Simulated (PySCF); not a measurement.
# Magnetisability: SMILES C[SiH2]C#[C][GeH2][S]C, C$_{4}$H$_{10}$GeSSi

Cartesian coordinates in Å; atom numbers follow the order of the lines, from 1:
```xyz
17

C    -2.811    1.443    0.489
Si   -2.565   -0.014   -0.702
C    -0.928   -0.789   -0.290
C     0.129   -1.305   -0.001
Ge    1.840   -1.983    0.487
S     3.075   -0.328    1.276
C     2.955    0.813   -0.144
H    -2.774    1.115    1.525
H    -2.039    2.198    0.357
H    -3.772    1.923    0.328
H    -2.509    0.450   -2.094
H    -3.609   -1.028   -0.521
H     2.463   -2.583   -0.755
H     1.714   -3.028    1.557
H     1.912    1.028   -0.358
H     3.441    0.378   -1.013
H     3.471    1.722    0.149
```

Theory: GIAO BHandHLYP/pcSseg-1 magnetisability, rotational g tensor and spin-rotation constants, non-relativistic, gas phase in PySCF. Geometry: GFN2-xTB.

The calculation is non-relativistic, which matters for the atoms heavier than Zn.

Task: What are the magnetisability and the molar susceptibility?

Result: Isotropic -1815 × 10⁻³⁰ J/T², or -109.3 × 10⁻⁶ cm³/mol; principal values -1908, -1785, -1752 × 10⁻³⁰ J/T², anisotropy 143 × 10⁻³⁰ J/T² (root of half the summed squared differences of the principal values). The susceptibility is in cgs units.

Task: Split it along the inertial axes a, b, c into diamagnetic and paramagnetic parts about the centre of mass, with the quadrupole moment.

Result: 
```csv
axis,χ (10⁻⁶ cm³/mol),diamagnetic (10⁻⁶ cm³/mol),paramagnetic (10⁻⁶ cm³/mol),summed x² of all electrons (Å²),quadrupole Θ (D Å)
a,-113.4,-741.7,628.3,555.3,+2.30
b,-106.4,-2548.8,2442.4,129.3,+1.11
c,-108.1,-2904.6,2796.5,45.5,-3.41
```
Anisotropies 2χaa − χbb − χcc = -12.2 and 2χbb − χaa − χcc = +8.6 × 10⁻⁶ cm³/mol. Θ is traceless in Buckingham's convention.

Task: And the rotational g tensor?

Result: 
```csv
axis,rotational constant (GHz),g,nuclear part,electronic part
a,2.0133,-0.0118,0.5825,-0.5943
b,0.4825,-0.0042,0.5494,-0.5537
c,0.4183,-0.0028,0.5467,-0.5495
```
Asymmetric top; isotopes 12C, 74Ge, 1H, 32S, 28Si; no vibrational averaging.
